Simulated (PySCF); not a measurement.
Compound: C₆H₉FOSi.
Atom-mapped SMILES: `[CH3:1][C:2]#[C:3][Si@@H:4]1[O:5][CH2:6][CH2:7][C@@H:8]1[F:9]`

Geometry (PBE0-D3(BJ)/def2-SVP, Å), atoms numbered from 1 in this order:
```
atom  x, y, z in Å
C1     3.910    0.376   -0.547
C2     2.487    0.639   -0.472
C3     1.287    0.849   -0.403
Si4   -0.495    1.183   -0.338
O5    -1.173    0.927    1.178
C6    -2.125   -0.121    1.187
C7    -2.704   -0.265   -0.222
C8    -1.548   -0.160   -1.205
F9    -0.837   -1.354   -1.211
H10    4.478    1.305   -0.711
H11    4.270   -0.083    0.387
H12    4.137   -0.315   -1.374
H13   -0.764    2.576   -0.793
H14   -1.640   -1.065    1.495
H15   -2.906    0.113    1.927
H16   -3.256   -1.209   -0.355
H17   -3.404    0.566   -0.419
H18   -1.892    0.044   -2.232
```

Definitions: NICS(0) = −σiso at the ring centroid; NICS(1) = −σiso and NICS(1)zz = −σzz at ±1 Å along the ring normal z. Level: GIAO HF/pcSseg-1 (PySCF, non-relativistic, gas phase) on the PBE0-D3(BJ)/def2-SVP geometry, one conformer.

Ring bond lengths (Å): Si4–O5 1.680, O5–C6 1.416, C6–C7 1.530, C7–C8 1.521, C8–Si4 1.915.

Q: What do the NICS probes read (ppm)?

A: 
```tsv
ring	type	NICS(0)	NICS(1), two faces	NICS(1)zz, two faces	rms pucker (Å)	centre to ring atoms, mean (Å)
Si4–O5–C6–C7–C8	5-membered ring with O and Si; formal bonds all single	-4.4	-4.1 / -1.8	-4.6 / -1.2	0.18	1.35
```

Q: What can be read from them?

A: 
- Si4–O5–C6–C7–C8: mean NICS(1)zz -2.9 ppm, near zero. Si4, C6, C7, C8 have four or more neighbours; no verdict on aromaticity is drawn. The two faces differ by 3.4 ppm, so no symmetry operation interchanges them.

Q: At the second NICS(1) probe listed for ring Si4–O5–C6–C7–C8, 1 Å off the ring, how large is the induced field along the normal in 11.7 T applied along it?

A: NICSzz × B0 = -1.2 ppm × 11.7 T = -14 μT, against the applied field.

Q: How shielded are the nuclei of the rings and their hydrogens (means over atoms taken as equivalent)?

A: 
| atoms | environment | σ isotropic (ppm) | principal values of the symmetric part, first atom (ppm) |
| --- | --- | --- | --- |
| Si4 | oxygen-bound silicon | 413.9 | 375.6, 406.4, 459.9 |
| O5 | silyl ether oxygen | 318.5 | 282.9, 313.8, 358.7 |
| C6 | sp3 carbon bound to oxygen | 131.4 | 99.1, 119.9, 175.1 |
| C7 | ring CH2 carbon | 156.4 | 148.4, 157.1, 163.8 |
| C8 | sp3 C–F carbon | 114.8 | 80.8, 97.1, 166.4 |
| H13 | Si–H hydrogen | 27.39 | 23.4, 25.6, 33.2 |
| H14 | methylene hydrogen | 27.91 | 23.9, 26.2, 33.7 |
| H15 | methylene hydrogen | 27.82 | 22.6, 26.3, 34.5 |
| H16 | methylene hydrogen | 29.58 | 25.4, 27.0, 36.4 |
| H17 | methylene hydrogen | 30.44 | 26.0, 27.8, 37.6 |
| H18 | methine hydrogen | 27.50 | 23.6, 26.9, 32.0 |

Q: How do the values depend on the level or the medium?

A: 
| level | NICS(0), Si4–O5–C6–C7–C8 | mean NICS(1)zz, Si4–O5–C6–C7–C8 |
| --- | --- | --- |
| HF/pcSseg-1, gas | -4.4 | -2.9 |
| PBE0/pcSseg-1, gas | -4.8 | -3.5 |
| PBE0/pcSseg-1, IEF-PCM acetone | -4.7 | -3.5 |
| PBE0/pcSseg-1, IEF-PCM acetonitrile | -4.7 | -3.5 |

The geometry is the same throughout; the continuum's cavity takes Bondi-type radii × 1.2.
